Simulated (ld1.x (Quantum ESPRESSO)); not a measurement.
## Before and after: RRKJ potential for N (Z = 7)

```
Element                 : nitrogen (N)
Generator               : ld1.x (Quantum ESPRESSO) 7.5
Type                    : norm-conserving RRKJ (Kleinman–Bylander form)
Functional              : PW91
Relativity              : non-relativistic
Frozen core             : [He]
Valence charge          : 5
Reference configuration : 2s2 2p2 (charge +1)
Partial waves           : 2s (bound): rc 1.10 bohr; 2p (bound): rc 1.85 bohr
Local potential         : the p channel
Core correction         : none
```

All-electron outer shells of the reference configuration (PW91, non-relativistic, ld1.x):

| shell | level (eV) | outermost node (bohr) | outermost maximum (bohr) |
| --- | --- | --- | --- |
| 2s | -32.50 | 0.32 | 0.99 |
| 2p | -20.79 | – | 0.92 |

Change: all radii scaled by about 0.73 (s 0.80, p 1.34 bohr).

Cutoffs: the cutoffs (Ry, on a coarse ladder) from which the occupation-weighted sum of valence levels, in a spherical-Bessel basis at the reference potential, stays within 10 and 1 mRy of its value at 400 Ry; they do not see the model core or the augmentation charge, which bear on the density cutoff. Errors are all-electron minus pseudo energies relative to the spin-unpolarised reference configuration.

**Question.** What does the change do?

**Answer.** The potential gets neither clearly harder nor softer (70 Ry and 90 Ry → 70 Ry and 90 Ry); the s channel sets the loose cutoff, while the largest relative change is in p, which becomes harder; of the 7 tests that both files solve, the error grows in 2 and shrinks in 5 by more than 15 % and 0.3 meV (median size 60.2 → 25.9 meV); neither file shows a bound ghost.

```csv
quantity,base,changed
"cutoff, loose",70 Ry,70 Ry
"cutoff, tight",90 Ry,90 Ry
loose cutoff by channel (10 mRy a level),"s 55 Ry, p 35 Ry","s 55 Ry, p 55 Ry"
bound ghosts,none,none
"error for 2s2 2p3, meV [ΔE -13.68 eV]",-0.3,+1.2
"error for 2s2 2p1, meV [ΔE 28.96 eV]",+94,+36
"error for 2s2 2p0, meV [ΔE 76.15 eV]",+751,+329
"error for 2s1 2p3, meV [ΔE 11.72 eV]",+6.4,+10
"error for 2s0 2p5, meV [ΔE 9.25 eV]",+125,+65
"error for 2s2 2p3.3, meV [ΔE -15.32 eV]",-8.3,-0.4
"error for 2s1 2p4, meV [ΔE -2.22 eV]",+60,+26
```
